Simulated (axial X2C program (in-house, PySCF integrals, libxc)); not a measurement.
**TlSi: cheaper levels and CCSD(T), 2c**

Computed with an axial X2C code built on PySCF integrals. Two-component (2c) means X2C with spin–orbit coupling and atomic mean-field two-electron Coulomb and Gaunt terms. Basis: Tl dyall-cv3z [12s14p10d7f1g], Si dyall-v3z [8s7p2d1f] (cores contracted in-house); Gaussian nuclei, density fitting, unrestricted open shells. Masses: Tl 204.974 u, Si 27.977 u.

State: Ω = 3/2 (⟨Sz⟩ = 1.44, ⟨Lz⟩ = 0.06 at HF); fragments Tl + Si.

```tsv
level	Re (Å)	ωe (cm⁻¹)	De (eV)
PBE0	2.636	233.3	1.79
HF	2.735	212.4	0.812
MP2	2.616	247.3	1.62
CCSD	2.660	232.1	1.44
TPSS	2.659	222.7	1.93
PBE	2.661	221.5	1.95
```

Correlated methods: 17 electrons correlated (number of frozen shells: Tl 5 s, 4 p, 2 d, 1 f; Si 2 s, 1 p), 245 virtual spin orbitals or spinors in MP2, 140 natural virtuals in coupled cluster.

CCSD(T), same Hamiltonian and basis:

Re = 2.651 Å, ωe = 234.8 cm⁻¹, De = 1.56 eV; T1 = 0.023 (Lee–Taylor normalisation).

(1) Give the differences from CCSD(T) in the columns below.

Occupations by symmetry block were frozen at the best pattern of an incomplete PBE0 search. Dissociation energies refer to the lowest single-determinant-based atoms at the same level and basis. Density functionals use the spin component along the axis (collinear). CCSD and (T) use frozen natural virtuals with an MP2 correction for the truncation; (T) itself is uncorrected, so its De runs slightly low. The 2c atoms are single determinants rather than J levels; their spin–orbit lowering is only partly caught, and De is too large by that part. This holds for PBE0, MP2, CCSD, TPSS, PBE, CCSD(T). PBE0 can misorder states that lie within some tenths of an eV, so this need not be the ground state of the molecule. The nearest other 2c determinant of the search, Ω = 1/2, lies 0.39 eV up at the distance of the search. The functionals have no current-density term, which raises determinants with orbital currents, atoms included. With several unpaired electrons one determinant need not be a pure state. Some points did not converge and are left out. This is the top spin component of a Σ state; components of lower Ω are not single determinants and can lie lower. The stretched end of a curve changes character and is left out.

Answers

(1) 

| level | ΔRe (Å) | Δωe (cm⁻¹) | ΔDe (eV) |
| --- | --- | --- | --- |
| PBE0 | -0.015 | -1.5 | 0.23 |
| HF | 0.084 | -22.4 | -0.75 |
| MP2 | -0.035 | 12.5 | 0.06 |
| CCSD | 0.009 | -2.7 | -0.12 |
| TPSS | 0.008 | -12.1 | 0.37 |
| PBE | 0.010 | -13.3 | 0.39 |
